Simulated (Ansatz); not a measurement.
# What each rung costs, and what it gives

Saddle point of BH₃BrClO₂, singlet (BH₂BrO₂ ([OH][B]([OH])[Br]) + HCl → BH₂ClO₂ ([OH][B]([OH])[Cl]) + HBr; bonds formed: B1–Cl6, Br2–H5; bonds broken: B1–Br2, H5–Cl6), PBE0-D4/def2-TZVP structure:

```xyz
8
angstrom
B -0.4111 -0.0690 0.2715
Br 0.7845 1.6936 -0.7378
O -1.5758 -0.2580 -0.3660
O -0.3196 0.0199 1.6066
H 1.3790 0.0863 -0.8903
Cl 1.1081 -1.3586 -0.5145
H -1.5252 -0.2892 -1.3224
H 0.5604 0.1750 1.9529
```

Barriers are electronic and count from the start structure reached by relaxing down the imaginary mode.

Ansatz 0.2.0; basis: as named in each row; cores frozen in the correlated methods. Filled d shells of the heavier atoms are correlated. The def2 sets are not built for correlating such inner shells, so the correlated values are less sure here. B3LYP uses VWN-RPA correlation. Extrapolation: Hartree–Fock as exp(−7.88 √X), correlation as X^−2.97.

Times are rough, for one single point on 8 threads of a shared host (Arm Neoverse V2).

The estimate by CCSD(T) at an estimated basis limit (MP2 extrapolated from triple and quadruple zeta, plus CCSD(T) − MP2 in triple zeta) is 29.99 kcal/mol.

```tsv
method	basis	time (s)	barrier (kcal/mol)	method less estimate
HF	STO-3G	under 1	38.07	8.08
PBE-D4	STO-3G	under 1	9.34	-20.65
SPW92	def2-SVP	under 1	10.78	-19.21
PBE-D4	def2-SVP	under 1	17.99	-12.00
B3LYP-D4	6-31G	under 1	26.27	-3.72
SPW92	def2-TZVPP	under 1	13.78	-16.21
PBE0-D4	def2-SVP	under 1	22.73	-7.26
PBE-D4	def2-TZVPP	1	20.43	-9.56
BLYP-D4	def2-TZVPP	1	23.95	-6.04
B3LYP-D4	def2-TZVPP	1	27.29	-2.70
BHLYP-D4	def2-TZVPP	1	32.30	2.31
PBE0-D4	def2-TZVPP	2	24.64	-5.35
CAM-B3LYP-D4	def2-TZVPP	2	29.82	-0.17
r2SCAN-D4	def2-TZVPP	2	22.48	-7.51
wB97M-V	def2-SVP	2	25.28	-4.71
RPA on PBE	def2-TZVPP	3	31.25	1.26
r2SCAN0-D4	def2-TZVPP	3	25.58	-4.41
B2PLYP	def2-TZVPP	3	29.69	-0.30
PBE-QIDH	def2-TZVPP	3	28.17	-1.82
CCSD(T)	def2-SVP	3	33.18	3.19
wB97X-V	def2-TZVPP	4	29.85	-0.14
B97M-V	def2-TZVPP	4	28.37	-1.62
wB97M-V	def2-TZVPP	4	28.21	-1.78
MP2	def2-QZVPP	11	28.23	-1.76
CCSD(T)	def2-TZVPP	85	31.34	1.35
```

All methods are single points on the PBE0-D4 structures.

T1 diagnostic: at most 0.011.

Labels in which every atom is bracketed show which atoms are joined, not bond orders.
